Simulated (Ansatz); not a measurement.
Geometry optimisation, Ansatz, RKS BLYP/def2-SVP.

Input:

```yaml
crystal:
  periodic: [false, false, false]
  atoms:
    - { symbol: Ge, position_ang: [-0.3945, -1.0216, -0.09] }
    - { symbol: O, position_ang: [1.6066, -0.2057, 0.2133] }
    - { symbol: H, position_ang: [0.2697, -1.5447, -1.3244] }
    - { symbol: H, position_ang: [-0.1222, -1.8096, 1.1615] }
    - { symbol: H, position_ang: [-1.9001, -1.3513, -0.3536] }
    - { symbol: H, position_ang: [1.1546, 0.9603, 0.3989] }
    - { symbol: P, position_ang: [-0.5269, 1.6132, 0.1348] }
    - { symbol: H, position_ang: [2.3794, -0.3294, 0.7667] }
    - { symbol: H, position_ang: [-0.5928, 1.8271, -1.23] }
    - { symbol: H, position_ang: [-1.8738, 1.8617, 0.3229] }
basis:
  gaussian: { orbitals: def2-SVP }
hamiltonian:
  xc: blyp
relax:
  f_tol: 0.15
  max_steps: 25
  restrain:
    - { distance: [0, 6], at: 2.27, k: 30.0 }
    - { distance: [5, 1], at: 0.97, k: 30.0 }
    - { distance: [0, 1], at: 3.16, k: 30.0 }
    - { distance: [5, 6], at: 2.68, k: 30.0 }
```

Launched with:

```bash
$ ansatz run input.yaml --threads 2 --pin off --max-ram 3072MiB --backend cpu --events-out ev --progress --plain --runs-dir out
```

Task: Where does it end, and by what steps?

Result: The forces met the threshold. The restraints hold the end off the free minimum. After 6 steps the energy has fallen by 1.919 eV (the restraints' own energy left out); H6 moved furthest, 0.80 Å. Parted: Ge1–O2. Joined: O2–H6.

```tsv
step	energy less start (eV)	largest force component (eV/Å)	accepted
0	0.0000	3.869	yes
1	-0.7317	3.284	yes
2	-0.8635	4.149	yes
3	-1.2628	3.132	yes
4	-1.8323	1.041	yes
5	-1.8946	0.907	yes
6	-1.9195	0.935	yes
```

```xyz
10
Properties=species:S:1:pos:R:3
Ge -0.760 -0.901 -0.158
O 2.218 0.116 0.167
H 0.079 -1.341 -1.384
H -0.199 -1.546 1.144
H -2.222 -1.423 -0.350
H 1.920 0.928 0.621
P -0.670 1.381 0.102
H 2.415 -0.491 0.907
H -0.693 1.683 -1.306
H -2.089 1.595 0.258
```

Whether the end is a true minimum wasn't checked by a vibrational analysis.

Run time: 11 s on 2 threads of Arm Neoverse V2 (shared host), peak memory 0.13 GiB.
